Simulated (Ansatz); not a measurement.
Start from `C[O][AlH][SeH]` and change one atom or group to get `C[O][AlH2]`.

Ansatz, PBE0-D4/def2-TZVP geometries, multiplicity 1. Each molecule was computed in one conformer, which needn't be the lowest.

Scalar relativity is left out up to krypton.

```
                                      property  `C[O][AlH][SeH]`
         HOMO energy (ωB97M-V/def2-TZVPP) / eV             -9.45
         HOMO–LUMO gap (B3LYP/def2-TZVPP) / eV              6.19
size of the dipole moment (PBE/def2-TZVPP) / D              1.34
            HOMO energy (PBE0/def2-TZVPP) / eV             -7.31
             HOMO energy (PBE/def2-TZVPP) / eV             -6.17
           HOMO–LUMO gap (PBE/def2-TZVPP) / eV              4.74
```

(1) What does the change do to each property? (An estimate is asked.)

Results:

(1) Computed: 
| property | `C[O][AlH2]` | shift |
| --- | --- | --- |
| HOMO energy (ωB97M-V/def2-TZVPP) / eV | -10.38 | -0.93 |
| HOMO–LUMO gap (B3LYP/def2-TZVPP) / eV | 6.68 | 0.49 |
| size of the dipole moment (PBE/def2-TZVPP) / D | 0.90 | -0.44 |
| HOMO energy (PBE0/def2-TZVPP) / eV | -8.08 | -0.77 |
| HOMO energy (PBE/def2-TZVPP) / eV | -6.62 | -0.45 |
| HOMO–LUMO gap (PBE/def2-TZVPP) / eV | 4.89 | 0.15 |

With PBE0 the HOMO falls by 0.77 eV and the LUMO falls by 0.29 eV, so the gap widens by about 0.48 eV. PBE moves the HOMO by -0.45 eV and ωB97M-V by -0.93 eV. Dipoles are sizes alone; their direction can turn.

B3LYP here is the variant with VWN-RPA as its local correlation; programs differ in this.

Spin–orbit coupling is left out; it splits and shifts lone-pair levels of the heavy atoms by tenths of an eV.
